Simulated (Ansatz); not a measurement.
Reaction (substitution at a C–Se bond): `CC(=S)[SeH]` + `O[SiH2]O` → `CC(=S)O[SiH2]O` + H₂Se

Computed with Ansatz on PBE0-D4/def2-TZVP structures; ΔE is electronic, products minus reactants. CBS: MP2 limit from def2 TZ/QZ plus the TZ coupled-cluster correction, frozen cores. Functionals use def2-TZVPP. For Se outer-core shells are correlated without core-valence functions, which leaves a few kJ/mol of doubt a bond. Scalar relativity is left out up to krypton. One conformer a species, not always the lowest.

`CC(=S)[SeH]`:

```xyz
8

C    -0.468   -0.411    0.589
C     0.598    0.522    0.118
S     1.575    1.369    1.089
Se    0.793    0.702   -1.756
H    -1.445   -0.094    0.212
H    -0.285   -1.421    0.209
H    -0.489   -0.433    1.678
H    -0.280   -0.234   -2.139
```

`O[SiH2]O`:

Cartesian coordinates in Å:
```
O -1.340 0.550 0.080
Si 0.154 -0.051 0.401
O 1.007 -0.441 -0.947
H -1.394 1.396 -0.367
H 1.006 0.951 1.082
H -0.114 -1.243 1.237
H 0.681 -1.162 -1.487
```

`CC(=S)O[SiH2]O`:

Cartesian coordinates in Å:
```
C 0.876 1.332 0.091
C 0.575 0.570 -1.159
S 0.879 1.116 -2.654
O 0.024 -0.636 -0.975
Si -0.510 -1.424 0.390
O -1.745 -0.631 1.110
H -0.035 1.457 0.686
H 1.588 0.770 0.706
H 1.297 2.304 -0.144
H 0.565 -1.491 1.401
H -0.915 -2.746 -0.128
H -2.599 -0.621 0.676
```

H₂Se:

```xyz
3

Se    0.544   -0.378    0.171
H    -0.906   -0.541    0.319
H     0.361    0.919   -0.490
```

**Question.** Is it downhill or uphill in electronic energy at CCSD(T)/CBS, and by how much? (Best estimate.)

**Answer.** The calculation gave: Uphill: ΔE = +5.4 kcal/mol.

**Question.** What do these levels give: ωB97X-V, ωB97M-V, r2SCAN, PBE0, HF/def2-TZVPP, MP2/def2-TZVPP, SCS-MP2/def2-TZVPP, CCSD/def2-TZVPP, CCSD(T)/def2-TZVPP, HF/def2-QZVPP, HF/CBS(def2), MP2/CBS(def2)? (Best estimate.)

**Answer.** Computed: ωB97X-V 1.6, ωB97M-V 2.3, r2SCAN 4.2, PBE0 4.1, HF/def2-TZVPP -0.1, MP2/def2-TZVPP 7.4, SCS-MP2/def2-TZVPP 6.2, CCSD/def2-TZVPP 4.0, CCSD(T)/def2-TZVPP 4.6, HF/def2-QZVPP -0.1, HF/CBS(def2) -0.1, MP2/CBS(def2) 8.1 kcal/mol.

Largest T1 diagnostic among the species: 0.015.

In def2-TZVPP, CCSD(T) changes the Hartree–Fock value by +4.7 kcal/mol (the triples alone add +0.7 kcal/mol) and MP2 by +7.4 kcal/mol. From PBE to PBE0 (25 % exact exchange), in def2-TZVPP and without D4, ΔE moves by −1.2 kcal/mol.
